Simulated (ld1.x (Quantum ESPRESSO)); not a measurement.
**Which change was made? (Ta, TM)**

Ta, norm-conserving Troullier–Martins (Kleinman–Bylander form), made with ld1.x (Quantum ESPRESSO) 7.5 (PBE, scalar-relativistic). Core [Xe] 4f14, reference 5d3 6s2 6p0. Waves: 6p (bound, empty): rc 3.35 bohr; 5d (bound): rc 2.45 bohr; 6s (bound): rc 2.15 bohr. Local part: the s channel. Core correction: Bessel-smoothed model core inside 2.20 bohr.

Cutoffs, loose and tight: the cutoffs (Ry, on a coarse ladder) from which the occupation-weighted sum of valence levels, in a spherical-Bessel basis at the reference potential, stays within 10 and 1 mRy of its value at 400 Ry. They do not see the model core or the augmentation charge, which bear on the density cutoff. Test errors are all-electron minus pseudo excitation energies from the reference, over the configurations 5d3 6s1 6p0; 5d3 6s0 6p0; 5d2 6s0 6p0; 5d3.5 6s1.5 6p0; 5d3 6s0 6p2; 5d2 6s2 6p1; 5d2 6s2 6p0; variants that change the core or the reference have their own tests. The largest error is taken over the tests solved by every variant that gives reliable tests at all, those not shown here included: 5d2 6s0 6p0; 5d2 6s2 6p0; 5d3 6s0 6p0; 5d3 6s0 6p2; 5d3 6s1 6p0; 5d3.5 6s1.5 6p0.

The base gives: outcome: generated; cutoff, loose: 25 Ry; cutoff, tight: 35 Ry; bound ghosts: none; largest test error (meV): -229.

Problem. After one change the result is: outcome: failed: run_pseudo: Errors in PS-KS equation. Which change was it?
A. wave 6s (bound): rc 2.15 bohr becomes 6s (bound): rc 1.74 bohr
B. core [Kr] 4d10 4f14 5s2, valence charge 11; reference 5p6 5d3 6s1.5 6p0; waves now 6s (bound): rc 2.85 bohr; 5p (bound): rc 1.75 bohr; 5d (bound): rc 1.80 bohr; local potential all-electron potential smoothed inside 2.30 bohr (lloc = -2); core correction none
C. type PAW; waves now 6s (bound): rcut 1.85, rcutus 2.15 bohr; 6s channel at 0.75 Ry: rcut 1.85, rcutus 2.15 bohr; 6p (bound): rcut 2.90, rcutus 3.35 bohr; 6p channel at 0.25 Ry: rcut 2.90, rcutus 3.35 bohr; 5d (bound): rcut 2.15, rcutus 2.45 bohr; 5d channel at 2.65 Ry: rcut 2.15, rcutus 2.45 bohr; local potential all-electron potential smoothed inside 1.80 bohr (lloc = -1); augmentation BESSEL, radius 1.35 bohr
D. type RRKJ; local potential all-electron potential smoothed inside 3.00 bohr (lloc = -1); rho0 0.02

Solution. C. The others give: wave 6s (bound): rc 2.15 bohr becomes 6s (bound): rc 1.74 bohr → outcome: generated; cutoff, loose: 70 Ry; cutoff, tight: 110 Ry; bound ghosts: s (extra level of the local part); largest test error (meV): -294 | core [Kr] 4d10 4f14 5s2, valence charge 11; reference 5p6 5d3 6s1.5 6p0; waves now 6s (bound): rc 2.85 bohr; 5p (bound): rc 1.75 bohr; 5d (bound): rc 1.80 bohr; local potential all-electron potential smoothed inside 2.30 bohr (lloc = -2); core correction none → outcome: generated; cutoff, loose: 40 Ry; cutoff, tight: 70 Ry; bound ghosts: none; largest test error (meV): -134 over the solved tests; 1 of 7 tests not solved or not reliable | type RRKJ; local potential all-electron potential smoothed inside 3.00 bohr (lloc = -1); rho0 0.02 → outcome: failed: compute_chi: n is too large.
